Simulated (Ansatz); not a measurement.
Job for Ansatz (a quantum-chemistry and plane-wave program): U-PBE/def2-TZVPP on BrFH2Sn (SMILES [F][SnH2][Br]), a point of a bond scan (R = 3.399 Å). Elements past Kr take the def2 small-core potentials; no spin–orbit coupling.

Ansatz 0.2 input:
```yaml
crystal:
  periodic: [false, false, false]
  atoms:
    - {symbol: Sn, position_ang: [-0.82087301, -0.25418523, 0.04124020]}
    - {symbol: F, position_ang: [-1.53349458, 1.43640576, -0.55475012]}
    - {symbol: Br, position_ang: [1.64216243, 0.04607296, 0.07036013]}
    - {symbol: H, position_ang: [-1.66411099, -2.50019545, -2.36662498]}
    - {symbol: H, position_ang: [-1.38809149, -0.45375329, 1.63082898]}
basis:
  gaussian:
    orbitals: def2-TZVPP
hamiltonian:
  xc: {name: PBE}
magnetization: {spin_polarized: true, initial_magnetization: 0}
```

Output:

```
WARN ansatz: RAYON_NUM_THREADS=1 ignored (pool sized by the plan → 1); use --threads N
Functional definition: PBE
integrals: 0.07 GiB planned
1038 factors; their error is unknown
mean field: 0.60 GiB planned
mean field evaluation 1: about -78610.2501 eV, gradient 3.2e1 eV
mean field evaluation 2: about -78559.5538 eV, gradient 1.2e2 eV
mean field evaluation 4: about -78607.2836 eV, gradient 2.1e1 eV
mean field evaluation 8: about -78613.7572 eV, gradient 2.3e0 eV
mean field evaluation 16: about -78613.8303 eV, gradient 2.2e-4 eV
mean field evaluation 32: about -78532.3469 eV, gradient 1.4e2 eV
mean field -78614.16436920 eV, -2889.0172539737 hartree, gradient 1.2e-5 eV, S^2 0.848273; 3 other end points of the search recorded, 0 dependent functions left out
reference -78614.16441465 eV, -2889.0172556440 hartree; 34, 34 occupied and 123, 123 virtual orbitals, 1038 factors
Total energy: -78614.16441465 eV, -2889.0172556440 hartree
```

The run converged. Its determinant has ⟨S²⟩ = 0.85, a mixture of spin states.

Cost: roughly 12 core-seconds.
